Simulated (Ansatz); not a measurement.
dimethyl selenide (C$_{2}$H$_{6}$Se), singlet, geometry from GFN2-xTB; BLYP/cc-pVDZ in Ansatz (an electronic-structure program).

Here is a job for Ansatz.
Ansatz 0.2 input:
```yaml
crystal:
  periodic: [false, false, false]
  atoms:
    - {symbol: C, position_ang: [1.42745564, -0.35252996, 0.80410118]}
    - {symbol: Se, position_ang: [0.01857231, 0.17766848, -0.43947715]}
    - {symbol: C, position_ang: [-1.49174355, -0.26246801, 0.71714532]}
    - {symbol: H, position_ang: [1.32047632, -1.40944573, 1.03668694]}
    - {symbol: H, position_ang: [2.38153568, -0.17314924, 0.31701118]}
    - {symbol: H, position_ang: [1.35160354, 0.24752203, 1.70786870]}
    - {symbol: H, position_ang: [-1.46408325, -1.32353763, 0.95374167]}
    - {symbol: H, position_ang: [-2.40230747, -0.02556005, 0.17451211]}
    - {symbol: H, position_ang: [-1.43295603, 0.33343014, 1.62492343]}
basis:
  gaussian:
    orbitals: cc-pVDZ
hamiltonian:
  xc: blyp
```

Task: What does Ansatz print? Leave out banner, timings and long lists.

Result: 
```
Functional definition: BLYP
1092 factors; their error is unknown
mean field evaluation 1: about -67508.2513 eV, gradient 6.9e1 eV
mean field evaluation 2: about -67486.8752 eV, gradient 1.0e2 eV
mean field evaluation 4: about -67519.9686 eV, gradient 3.8e0 eV
mean field evaluation 8: about -67520.0203 eV, gradient 3.5e-2 eV
mean field evaluation 16: about -67519.9931 eV, gradient 2.9e-6 eV
mean field -67519.99311359 eV, -2481.3139802292 hartree, gradient 2.8e-6 eV, S^2 0.000000; 0 other end points of the search recorded, 0 dependent functions left out
reference -67519.99340049 eV, -2481.3139907727 hartree; 26, 26 occupied and 59, 59 virtual orbitals, 1092 factors
Total energy: -67519.99340049 eV, -2481.3139907727 hartree
```
